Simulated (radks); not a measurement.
Values are calculated unless marked as measured or tabulated.
Ionisation of the nickel ion Ni+, [Ar] 3d9, to Ni2+, [Ar] 3d8, under several functionals. Non-relativistic Kohn-Sham, spin-polarised, spherical densities, point nucleus; open shells are filled with parallel spins first; a radial shooting solver on a logarithmic mesh with Libxc functionals.

| functional | E(Ni+) (hartree) | Exc (hartree) | IE (eV) | -e(HOMO) (eV) | <r> HOMO (bohr) | IE error (eV) |
|---|---|---|---|---|---|---|
| LDA (Slater exchange, VWN5 correlation) | -1505.37004 | -60.31053 | 20.082 | 12.924 | 1.077 | +1.914 |
| SCAN | -1508.12609 | -63.16462 | 19.446 | 12.373 | 1.077 | +1.277 |
| BLYP | -1508.11925 | -63.10009 | 19.751 | 12.628 | 1.083 | +1.582 |
| BP86 | -1508.25635 | -63.25379 | 19.817 | 12.695 | 1.076 | +1.649 |
| RPBE | -1507.98666 | -62.98298 | 19.565 | 12.432 | 1.079 | +1.396 |
| AM05 | -1505.52131 | -60.47302 | 19.679 | 12.538 | 1.076 | +1.510 |
| SOGGA | -1506.31202 | -61.27640 | 19.538 | 12.408 | 1.077 | +1.369 |

NIST Atomic Spectra Database: 18.169 eV (measured). Closest: SCAN. The Delta-SCF values span 0.64 eV, the total energies 2.89 hartree. The highest occupied level is 3d. Open shells are spherical and high-spin; term and fine-structure splittings are not resolved.
